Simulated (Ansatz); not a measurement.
# Molecular dynamics of H11C7O

input.yaml

```yaml
accuracy: low
crystal:
  lattice:
    - [8.909379, 0.0, 0.0]
    - [0.0, 8.909379, 0.0]
    - [0.0, 0.0, 8.909379]
  atoms:
    - { symbol: C, position: [0.92187516, 0.33664759, 0.58443734] }
    - { symbol: C, position: [0.80316511, 0.38459975, 0.47210367] }
    - { symbol: O, position: [0.71314439, 0.25527856, 0.43702331] }
    - { symbol: H, position: [0.63805625, 0.28402443, 0.36304624] }
    - { symbol: H, position: [0.73282582, 0.47471159, 0.52039256] }
    - { symbol: H, position: [0.85711379, 0.42941083, 0.36982516] }
    - { symbol: H, position: [0.98917932, 0.4337144, 0.62056407] }
    - { symbol: H, position: [0.86897766, 0.28647488, 0.68433403] }
    - { symbol: H, position: [0.99769012, 0.25318771, 0.53431262] }
    - { symbol: C, position: [0.47862447, 0.42331664, 0.7547528] }
    - { symbol: C, position: [0.58594268, 0.53521188, 0.82470042] }
    - { symbol: O, position: [0.50103204, 0.64506247, 0.90809983] }
    - { symbol: H, position: [0.56874669, 0.72794438, 0.9289496] }
    - { symbol: H, position: [0.66515101, 0.4770566, 0.90058814] }
    - { symbol: H, position: [0.65208398, 0.59189378, 0.73685841] }
    - { symbol: H, position: [0.54172607, 0.33798784, 0.69161709] }
    - { symbol: H, position: [0.41219851, 0.36658455, 0.84163104] }
    - { symbol: H, position: [0.40201317, 0.48003222, 0.67657962] }
    - { symbol: C, position: [0.51060801, 0.75824435, 0.42746553] }
    - { symbol: C, position: [0.48353349, 0.82287884, 0.54355596] }
    - { symbol: H, position: [0.46023772, 0.87875134, 0.64759343] }
    - { symbol: H, position: [0.53514115, 0.70051496, 0.32478179] }
    - { symbol: C, position: [0.88013308, 0.82145853, 0.82969074] }
    - { symbol: C, position: [0.85541799, 0.90639316, 0.72603279] }
    - { symbol: H, position: [0.83217618, 0.98061506, 0.63313049] }
    - { symbol: H, position: [0.90649001, 0.74318458, 0.91873341] }
    - { symbol: C, position: [0.11559637, -0.01270956, 0.30828807] }
    - { symbol: C, position: [0.0502938, -0.0076707, 0.18944042] }
    - { symbol: H, position: [-0.00615474, -0.00396305, 0.08298525] }
    - { symbol: H, position: [0.17634198, -0.01625248, 0.41226613] }
    - { symbol: C, position: [0.0084628, 0.60611695, 0.15767688] }
    - { symbol: C, position: [0.00139035, 0.50082209, 0.07241743] }
    - { symbol: H, position: [-0.00296264, 0.40686347, -0.00261044] }
    - { symbol: H, position: [0.01732733, 0.7023465, 0.23000939] }
    - { symbol: C, position: [0.37584915, 0.34481953, 0.17770205] }
    - { symbol: C, position: [0.42241659, 0.21770686, 0.1647921] }
    - { symbol: H, position: [0.46065321, 0.10400176, 0.15258329] }
    - { symbol: H, position: [0.33012163, 0.4564354, 0.18538563] }
basis:
  ecutwfc: 420.0
kpoints:
  mp_grid: { grid: [1, 1, 1] }
hamiltonian:
  xc: pbe
  dispersion: d3bj
scf:
  occupations: { method: fermi_dirac, width: 0.05 }
  lower_state_search: "off"
md:
  timestep: 0.5
  n_steps: 240
  ensemble: nvt_langevin
  temperature: 500.0
  initial_velocities: maxwell_boltzmann
  seed: 951268
  friction: 0.02
  masses: [{ species: H, mass: 2.014 }]
```

Launched with:

```bash
$ ansatz run input.yaml --threads 1 --pin off --max-ram 3072MiB --backend cpu --events-out ev --progress --plain --runs-dir out
```

It starts from a partly relaxed structure (largest force component 0.24 eV/Å).

Output, in part (step lines):

```
md step     0: t =     0.00 fs  T =   486.8 K  F+E_penalty+E_count = -4988.95454753 eV  E_kin = 2.391310 eV  (10 SCF iters)
md step     1: t =     0.50 fs  T =   456.4 K  F+E_penalty+E_count = -4988.91200609 eV  E_kin = 2.241621 eV  (9 SCF iters)
md step     2: t =     1.00 fs  T =   440.6 K  F+E_penalty+E_count = -4988.79767179 eV  E_kin = 2.164005 eV  (9 SCF iters)
md step     3: t =     1.50 fs  T =   396.3 K  F+E_penalty+E_count = -4988.63961445 eV  E_kin = 1.946580 eV  (8 SCF iters)
md step     4: t =     2.00 fs  T =   363.5 K  F+E_penalty+E_count = -4988.47286007 eV  E_kin = 1.785658 eV  (8 SCF iters)
md step     5: t =     2.50 fs  T =   323.0 K  F+E_penalty+E_count = -4988.33220183 eV  E_kin = 1.586419 eV  (6 SCF iters)
md step     6: t =     3.00 fs  T =   319.3 K  F+E_penalty+E_count = -4988.24379191 eV  E_kin = 1.568510 eV  (6 SCF iters)
md step     7: t =     3.50 fs  T =   334.3 K  F+E_penalty+E_count = -4988.20681329 eV  E_kin = 1.641934 eV  (6 SCF iters)
[... lines left out ...]
```

The steps, from the saved trajectory:

```
time (fs)  T (K)  potential energy less start (eV)
      0.0    487                             0.000
      4.0    340                             0.747
      8.0    334                             0.967
     12.0    338                             1.125
     16.0    385                             1.086
     20.0    321                             1.415
     24.0    390                             1.225
     28.0    366                             1.302
     32.0    417                             1.078
     36.0    412                             1.286
     40.0    300                             1.669
     44.0    327                             1.489
     48.0    370                             1.338
     52.0    351                             1.461
     56.0    394                             1.191
     60.0    408                             1.216
     64.0    294                             1.441
     68.0    319                             1.379
     72.0    342                             1.440
     76.0    370                             1.648
     80.0    378                             1.547
     84.0    413                             1.714
     88.0    479                             1.472
     92.0    414                             1.754
     96.0    453                             1.721
    100.0    484                             1.710
    104.0    578                             1.528
    108.0    468                             2.098
    112.0    393                             2.215
    116.0    486                             1.922
    120.0    472                             2.184
```

All steps were run. The mean temperature of the second half is 16 % below the set value. A run of 0.12 ps of so small a system gives no equilibrium averages. Limits of this set-up: coarse k mesh, low accuracy level.

Mean squared displacements from the first frame to the last, about the centre of mass: C 0.20 Å², O 0.17 Å², H 0.56 Å².

Last frame:

```xyz
38
Lattice="8.9094 0.0000 0.0000 0.0000 8.9094 0.0000 0.0000 0.0000 8.9094" Properties=species:S:1:pos:R:3
C 8.252 3.179 5.328
C 7.361 3.249 4.118
O 6.612 1.975 3.951
H 5.792 2.283 3.483
H 6.725 4.086 4.257
H 8.006 3.405 3.192
H 8.653 3.985 5.848
H 7.784 2.431 6.050
H 9.102 2.505 4.988
C 3.959 3.776 7.132
C 5.251 4.657 7.272
O 4.911 5.674 8.272
H 5.275 6.484 7.915
H 6.145 4.059 7.544
H 5.537 5.212 6.390
H 4.084 2.974 6.204
H 3.886 3.286 8.159
H 3.088 4.418 7.009
C 5.206 6.873 3.690
C 4.441 6.913 4.623
H 3.667 6.898 5.288
H 5.813 6.864 2.841
C 7.720 7.611 7.336
C 7.647 8.171 6.252
H 7.545 8.910 5.474
H 7.983 7.256 8.284
C 0.676 -0.044 2.580
C 0.162 -0.451 1.609
H -0.259 -0.620 0.560
H 1.194 -0.115 3.573
C 0.215 5.410 1.460
C -0.674 4.699 0.990
H -1.482 4.055 0.604
H 0.916 5.907 1.900
C 3.712 3.421 1.872
C 3.774 2.243 1.646
H 3.622 1.246 1.462
H 3.681 4.466 2.146
```

The run took 13 min on 1 thread of Intel(R) Xeon(R) Platinum 8259CL CPU @ 2.50GHz (Skylake/Cascade Lake) (shared host), peak memory 0.66 GiB.
